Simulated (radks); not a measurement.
Values are calculated unless marked as measured or tabulated.
W58+, configuration [Ne] 3s2 3p4. Code: a radial shooting solver on a logarithmic mesh with Libxc functionals. Model: scalar-relativistic Kohn-Sham, PBE, spin-unpolarised, spherical densities, point nucleus.

Radial electron density D(r) = 4 pi r^2 rho(r):

r (bohr),D(r) (e/bohr)
0.001611,15.73
0.001787,18.25
0.001999,21.34
0.002218,24.60
0.002481,28.56
0.002753,32.66
0.003055,37.19
0.003417,42.53
0.003791,47.90
0.00424,54.08
0.004705,60.10
0.005263,66.78
0.005839,73.01
0.006531,79.56
0.007247,85.27
0.008106,90.76
0.008995,95.00
0.01006,98.39
0.01116,100.2
0.01239,100.8
0.01385,99.83
0.01537,97.77
0.0172,94.65
0.01908,91.47
0.02134,88.51
0.02368,86.94
0.02649,87.30
0.02939,90.01
0.03287,95.54
0.03648,102.6
0.04047,110.5
0.04527,118.1
0.05023,122.5
0.05618,122.5
0.06234,117.1
0.06973,105.4
0.07737,90.66
0.08654,73.27
0.09603,58.73
0.1074,47.60
0.1192,42.56
0.1333,42.01
0.1479,43.67
0.1641,44.60
0.1836,42.35
0.2037,36.60
0.2278,27.65
0.2528,18.78
0.2828,10.69
0.3138,5.468
0.3509,2.232
0.3894,0.8146
0.4356,0.2232
0.4833,0.05415
0.5406,0.009139
0.5998,0.001350

D(r) has 3 maxima, at r = 0.0122, 0.0531, 0.163 bohr, and minima at 0.0246, 0.128 bohr, inside which lie 1.95, 10.54 electrons.
